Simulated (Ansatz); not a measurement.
## Ansatz (development build ahead of 0.2.0) run

```yaml
crystal:
  periodic: [false, false, false]
  atoms:
    - { symbol: Ni, position_ang: [0.0, 0.0, 0.0] }
    - { symbol: Se, position_ang: [0.0, 0.0, 2.1] }
basis:
  gaussian: { orbitals: pcseg-2 }
magnetization:
  spin_polarized: true
  initial_magnetization: 2
hamiltonian:
  xc: r2scan
```

The input is written out in the form of the current development build from the run's settings.

The run gave:

```
Converged                       : yes
Total energy                    : -3909.92717 hartree
Spin squared of the determinant : 2.011
Stability test                  : minimum
```

Caution: another spin multiplicity may lie lower.
